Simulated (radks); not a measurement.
The numbers below are computed, except where a source is named.
Problem. The zinc ion Zn10+ is in [Ar] 3d2. Code: a radial shooting solver on a logarithmic mesh with Libxc functionals. Model: non-relativistic Kohn-Sham, PBE, spin-polarised, spherical densities, point nucleus. Open shells are filled with parallel spins first. One electron is removed from 3p, 2p, 3s, 3d in turn, with full relaxation. Which removal costs least, and what does each cost?

Solution. 3d 274.27 eV; 3p 342.23 eV; 3s 386.13 eV; 2p 1326.0 eV. The 3d electron leaves first.
